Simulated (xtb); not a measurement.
C5H4F2O, SMILES FC1=CC([C@H](F)C1)=O. All values are semi-empirical tight-binding results from xtb (GFN2-xTB unless named), good for trends rather than for accurate numbers. The structure is a stationary point at GFN2-xTB. The structure was generated by enumeration; whether it is a known compound was not checked. Other conformers were not sampled.

Computed properties:
| Property | Result |
|---|---|
| orbital gap | 2.99 eV |
| dipole moment | 3.53 D |
| zero-point energy | 49.9 kcal/mol |
| G − E(el) at 298.15 K (modified RRHO) | 30.1 kcal/mol |
| static polarisability (D4 model) | 60.3 bohr³ |
| solvation energy, GFN2-xTB/ALPB(water) | -4.5 kcal/mol |
| solvation energy, GFN2-xTB/ALPB(ch2cl2) | -6.4 kcal/mol |

Computed IR lines (harmonic; lines under 4 % of the strongest left out, lines within 3 cm⁻¹ merged):
ν (cm⁻¹): 833 (w), 918 (w), 937 (w), 1029 (w), 1070 (w), 1102 (m), 1131 (w), 1219 (w), 1307 (m), 1423 (w), 1664 (vs), 1795 (s) (against the strongest line: vs over 80 %, s over 45 %, m over 15 %, w over 4 %, vw less)
